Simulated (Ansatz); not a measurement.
Two isomers of BGeH5OSi: A = `[SiH3][B]1[O][GeH2]1`, B = `[GeH3][SiH]1BO1`.

Program: Ansatz. Geometries: PBE0-D4/def2-TZVP. ΔE: electronic, gas phase. CCSD(T)/CBS is the MP2 limit (def2-TZVPP, def2-QZVPP) plus CCSD(T) − MP2 in def2-TZVPP, frozen cores. Functionals use def2-TZVPP. B3LYP here is the variant with VWN-RPA as its local correlation; programs differ in this. For Ge outer-core shells are correlated without core-valence functions, which leaves a few kJ/mol of doubt a bond. Scalar relativity is left out up to krypton.

Q: Which is lower in electronic energy at CCSD(T)/CBS, and by how much? (Best estimate.)

A: The calculation gave: B, by 29.4 kJ/mol.

Q: Give E(B) − E(A) in kJ/mol with PBE-D4, B3LYP-D4, MP2/def2-TZVPP, HF/def2-TZVPP, PBE0-D4, B2PLYP, B3LYP. (Estimate.)

A: The calculation gave: PBE-D4 -25.1, B3LYP-D4 -24.8, MP2/def2-TZVPP -30.1, HF/def2-TZVPP -40.5, PBE0-D4 -35.0, B2PLYP -25.8, B3LYP -24.1. None reverses the order clearly.

Largest T1 diagnostic: 0.016.

From PBE to PBE0 (25 % exact exchange), in def2-TZVPP and without D4, E(B) − E(A) moves by −9.9 kJ/mol. In def2-TZVPP, CCSD(T) changes the Hartree–Fock value by +11.1 kJ/mol (the triples alone add +4.4 kJ/mol) and MP2 by +10.4 kJ/mol.
